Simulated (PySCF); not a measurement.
H5Si, SMILES [SiH5-], charge -1. Geometry optimised at PBE-D3(BJ)/def2-TZVPD.

Computed equilibrium geometry at PBE-D3(BJ)/def2-TZVPD (PySCF confirms it by a frequency run) as a Z-matrix, and its point group:
point group D3h.
```
Si
H 1 1.5440
H 1 1.5440 2 120.00
H 1 1.5440 2 120.00 3 180.00
H 1 1.6320 2 90.00 3 -90.00
H 1 1.6320 2 90.00 5 180.00
```
Charge -1, spin multiplicity 1.
